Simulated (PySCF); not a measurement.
**Two-component Hartree-Fock for Yb⁵⁰⁺ (ytterbium, charge +50)**

Start: [Ar] 3d2; 3d3/2 filled at m_j = +1/2, +3/2. Calculated with PySCF 2.14 in an uncontracted even-tempered set (15 s from 13 bohr⁻², ratio 2.8; 12 p from 17 bohr⁻², ratio 2.8; 8 d from 17 bohr⁻², ratio 2.8; 3 f from 53 bohr⁻², ratio 3): generalised Hartree-Fock with the X2C-1e Hamiltonian and a Gaussian nucleus; one run each with spin-orbit coupling (SO) switched off, then screened by Boettger's factors.

```
spinor shell  electrons  ε, spin-free (eV)  ε, screened SO (eV)  weight of nominal j (screened SO)  rms radius, screened SO (bohr)
       1s1/2          2           -64934.8             -64916.9                              1.000                          0.0223
       2s1/2          2           -13769.0             -13762.1                              1.000                          0.0893
       2p1/2          2           -12527.0             -13285.7                              1.000                          0.0761
       2p3/2          4           -12527.0             -12207.8                              1.000                          0.0827
       3s1/2          2            -5215.2              -5213.0                              1.000                           0.220
       3p1/2          2            -4828.4              -5024.3                              1.000                           0.209
       3p3/2          4            -4828.4              -4744.4                              1.000                           0.222
       3d3/2          2            -4475.8              -4506.6                              0.998                           0.190
```

```tsv
quantity	spin-free	screened SO
E (hartree)	-11746.13278	-11761.39867
M_J	2	2
⟨J²⟩	8.000	6.014
⟨L²⟩	12.000	10.168
⟨S²⟩	2.000	1.535
```

Each row is a mean over spinors that exchange with the open shell spreads, by up to 31.135 eV (3p1/2).

Breit and QED terms are absent; they matter most for the inner s and p1/2 levels.

Densities and radii are taken from the X2C orbitals without a picture-change correction, which distorts them close to the nucleus.

Without spin-orbit coupling the j labels of p, d and f shells carry no meaning; the spin-free column gives the mean over the occupied spinors of each nl shell, and its ⟨J²⟩ belongs to a mixture of degenerate components.
